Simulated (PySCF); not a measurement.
SMILES [SiH2](C=C)c1ccccc1 (C8H10Si), singlet, GFN2-xTB optimised geometry.

```
19

C      0.29     2.43     2.67
C      1.02     2.92     1.68
Si     1.33     2.07     0.03
C      0.40     0.42     0.00
C      1.07    -0.80     0.00
C      0.38    -1.99     0.00
C     -1.00    -1.99     0.00
C     -1.69    -0.79     0.00
C     -0.99     0.40     0.00
H      0.13     2.95     3.60
H     -0.19     1.47     2.59
H      1.48     3.89     1.82
H      0.85     2.93    -1.05
H      2.77     1.82    -0.13
H      2.15    -0.81     0.00
H      0.92    -2.93     0.00
H     -1.55    -2.93     0.00
H     -2.77    -0.78     0.00
H     -1.53     1.34     0.00
```

Density from PySCF 2.14.0 with B3LYP/def2-SVP at that geometry.

Minimum of the electron density along straight lines between bonded atoms, close to the bond critical point (lines longer than 1.1 times the sum of covalent radii, or with two minima, are not listed):

| bond | length / Å | ρ at the minimum / e bohr⁻³ | ∇²ρ there / e bohr⁻⁵ | position (fraction from the first atom) |
|---|---|---|---|---|
| C1–C2 | 1.324 | 0.344 | (withheld) | 0.51 |
| C2–Si3 | 1.886 | 0.113 | 0.34 | 0.62 |
| Si3–C4 | 1.887 | 0.114 | 0.33 | 0.38 |
| C4–C5 | 1.391 | 0.309 | -0.78 | 0.50 |
| C5–C6 | 1.384 | 0.315 | -0.82 | 0.50 |
| C6–C7 | 1.384 | 0.315 | -0.82 | 0.50 |
| C7–C8 | 1.385 | 0.314 | -0.82 | 0.50 |
| C4–C9 | 1.393 | 0.308 | -0.78 | 0.50 |
| C8–C9 | 1.383 | 0.315 | -0.82 | 0.50 |
| C1–H10 | 1.080 | 0.283 | -1.09 | 0.63 |
| C1–H11 | 1.079 | 0.285 | -1.11 | 0.64 |
| C2–H12 | 1.084 | 0.278 | -1.02 | 0.63 |
| Si3–H13 | 1.471 | 0.116 | 0.32 | 0.49 |
| Si3–H14 | 1.469 | 0.116 | 0.33 | 0.49 |
| C5–H15 | 1.081 | 0.285 | -1.08 | 0.63 |
| C6–H16 | 1.081 | 0.284 | -1.08 | 0.63 |
| C7–H17 | 1.081 | 0.284 | -1.08 | 0.63 |
| C8–H18 | 1.081 | 0.283 | -1.08 | 0.63 |
| C9–H19 | 1.082 | 0.284 | -1.08 | 0.63 |

**Question.** Fill in the missing entries.

**Answer.** 
- C1–C2, ∇²ρ there / e bohr⁻⁵: -0.93
